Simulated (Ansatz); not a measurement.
Reactions of C$_{2}$HF$_{3}$Ti (`C#[C][Ti]([F])([F])[F]`).

Gas-phase electronic energies from Ansatz, PBE0-D4/def2-TZVP geometries. CCSD(T)/CBS adds triple-zeta CCSD(T) − MP2 to the extrapolated MP2 energy (def2 sets, frozen cores). For Ge, Se, Ti outer-core shells are correlated without core-valence functions, which leaves a few kJ/mol of doubt a bond. Scalar relativity is left out up to krypton. One conformer a species, not always the lowest.

(1) Order these by ΔE at CCSD(T)/CBS, lowest first. (Estimate.)
A. `C#[C][Ti]([F])([F])[F]` + `S[Si](Cl)(Cl)Cl` → `[F][Ti]([F])([F])[SH]` + `C#C[Si](Cl)(Cl)Cl`
B. `C#[C][Ti]([F])([F])[F]` + `[OH][GeH2][SeH]` → `[F][Ti]([F])([F])[SeH]` + `C#[C][GeH2][OH]`
C. `C#[C][Ti]([F])([F])[F]` + `FB1CB1Cl` → `C#[C][Ti]([F])([F])[Cl]` + `FB1CB1F`

Largest T1 diagnostic: 0.025, for `[F][Ti]([F])([F])[SH]`.

## Answers

(1) A (-9.9 kcal/mol), B (-5.2 kcal/mol), C (-2.9 kcal/mol).
